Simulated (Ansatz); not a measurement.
Input for Ansatz (a first-principles code): R-CCSD(T)/aug-cc-pV(T+d)Z on C3H11NSi (SMILES CCN[SiH2]C), atoms moved off the minimum. Files ending in .json are basis or fitting sets from the Basis Set Exchange.

Ansatz 0.2 input:
```yaml
crystal:
  periodic: [false, false, false]
  atoms:
    - {symbol: C, position_ang: [-2.72509426, 0.69221304, -0.06508899]}
    - {symbol: C, position_ang: [-1.55319716, -0.30856007, -0.37448639]}
    - {symbol: N, position_ang: [-0.39985413, 0.24568921, -0.31169728]}
    - {symbol: Si, position_ang: [1.04174040, -0.63105841, 0.19020065]}
    - {symbol: C, position_ang: [2.55308147, 0.52981063, 0.34220729]}
    - {symbol: H, position_ang: [-3.79652616, 0.24298146, -0.02633897]}
    - {symbol: H, position_ang: [-2.66860790, 1.66189330, -0.69296010]}
    - {symbol: H, position_ang: [-2.55623448, 1.07412866, 0.98063973]}
    - {symbol: H, position_ang: [-1.82498299, -0.80114313, -1.42423123]}
    - {symbol: H, position_ang: [-1.72067189, -1.09951150, 0.30598607]}
    - {symbol: H, position_ang: [-0.21513040, 1.04981444, -0.87226351]}
    - {symbol: H, position_ang: [1.60124957, -1.69869674, -0.82986473]}
    - {symbol: H, position_ang: [0.83746782, -1.38084441, 1.33191666]}
    - {symbol: H, position_ang: [3.40650200, 0.04845565, 0.64954070]}
    - {symbol: H, position_ang: [2.30488387, 1.28161913, 1.12984061]}
    - {symbol: H, position_ang: [2.75494768, 1.16452210, -0.56556727]}
basis:
  gaussian:
    orbitals: aug-cc-pV_T+d_Z.json
magnetization: {spin_polarized: false}
correlation: {method: ccsd_t, electrons: outside_noble_gas}
scf: {lower_state_search: off}
output: {forces: true}
```

Output:

```
WARN ansatz: RAYON_NUM_THREADS=8 ignored (pool sized by the plan → 8); use --threads N
Functional definition: HF
these checks for a lower state are left out or cut short: starts, cluster_reference, orbital_swaps, neighbouring_geometries, increment
integrals: 11.85 GiB planned
2750 factors; integrals over basis functions are off by at most 9.2e-4 eV
4.81 GiB of device memory are held for the factors and their scratch space
mean field: 3.98 GiB planned
mean field evaluation 1: about -12605.0335 eV, gradient 4.9e1 eV
mean field evaluation 2: about -12605.1407 eV, gradient 4.9e1 eV
mean field evaluation 4: about -12610.9474 eV, gradient 5.0e0 eV
mean field evaluation 8: about -12611.0346 eV, gradient 2.6e-1 eV
mean field -12611.03498621 eV, -463.4469876766 hartree, gradient 3.0e-6 eV, S^2 0.000000; 0 other end points of the search recorded, 0 dependent functions left out
9 core orbitals not correlated
reference -12611.03498621 eV, -463.4469876766 hartree; 16, 16 occupied and 467, 467 virtual orbitals, 2750 factors
densities: 36.50 GiB planned
second order -24.29159795 eV of doubles, -0.00000000 eV of singles
coupled cluster: 28.28 GiB planned
cycle   1  -25.19443460 eV  change   -9.0e-1 eV  update   9.9e-2
cycle   2  -25.81782126 eV  change   -6.2e-1 eV  update   2.9e-2
cycle   3  -25.91582149 eV  change   -9.8e-2 eV  update   1.2e-2
cycle   4  -25.90959408 eV  change    6.2e-3 eV  update   3.1e-3
cycle   5  -25.90887106 eV  change    7.2e-4 eV  update   1.4e-3
cycle   6  -25.90908586 eV  change   -2.1e-4 eV  update   4.2e-4
cycle   7  -25.90891788 eV  change    1.7e-4 eV  update   1.7e-4
cycle   8  -25.90888497 eV  change    3.3e-5 eV  update   6.2e-5
cycle   9  -25.90890328 eV  change   -1.8e-5 eV  update   2.3e-5
cycle  10  -25.90889974 eV  change    3.5e-6 eV  update   9.0e-6
perturbative correction -1.01263875 eV, -0.0372137877 hartree
the calculation of the forces begins
mean field evaluation 16: about -12611.0350 eV, gradient 3.0e-6 eV
4.81 GiB of device memory are held for the factors and their scratch space
Total energy: -12637.95652470 eV, -464.4363359681 hartree
Atom 0 at    -2.725094     0.692213    -0.065089 Å, force    -0.778295     1.048840     0.804951 eV/Å
Atom 1 at    -1.553197    -0.308560    -0.374486 Å, force    -9.222807    -2.377005    -3.329412 eV/Å
Atom 2 at    -0.399854     0.245689    -0.311697 Å, force     8.550086     2.178252     1.504659 eV/Å
Atom 3 at     1.041740    -0.631058     0.190201 Å, force     1.747416     0.737770    -3.211435 eV/Å
Atom 4 at     2.553081     0.529811     0.342207 Å, force    -3.009463     2.597951    -0.498450 eV/Å
Atom 5 at    -3.796526     0.242981    -0.026339 Å, force     1.820321     0.641121    -0.582061 eV/Å
Atom 6 at    -2.668608     1.661893    -0.692960 Å, force    -0.279436    -1.677046     0.513358 eV/Å
Atom 7 at    -2.556234     1.074129     0.980640 Å, force    -0.051506    -0.332583    -0.688584 eV/Å
Atom 8 at    -1.824983    -0.801143    -1.424231 Å, force     0.407014     0.678316     1.487561 eV/Å
Atom 9 at    -1.720672    -1.099511     0.305986 Å, force     0.268561    -1.130541     1.008311 eV/Å
Atom 10 at    -0.215130     1.049814    -0.872264 Å, force    -0.141473     0.484197    -0.393767 eV/Å
Atom 11 at     1.601250    -1.698697    -0.829865 Å, force    -0.797774     0.702043     0.562112 eV/Å
Atom 12 at     0.837468    -1.380844     1.331917 Å, force    -0.654549    -0.947586     1.987302 eV/Å
Atom 13 at     3.406502     0.048456     0.649541 Å, force     2.106110    -1.366981     0.546034 eV/Å
Atom 14 at     2.304884     1.281619     1.129841 Å, force     0.202958    -0.364685    -0.289646 eV/Å
Atom 15 at     2.754948     1.164522    -0.565567 Å, force    -0.167163    -0.872063     0.579069 eV/Å
Dipole moment:     0.009238     0.189456     0.025405 e Å
Checks for a lower state left out: starts, cluster_reference, orbital_swaps, neighbouring_geometries, increment
```

The run converged.
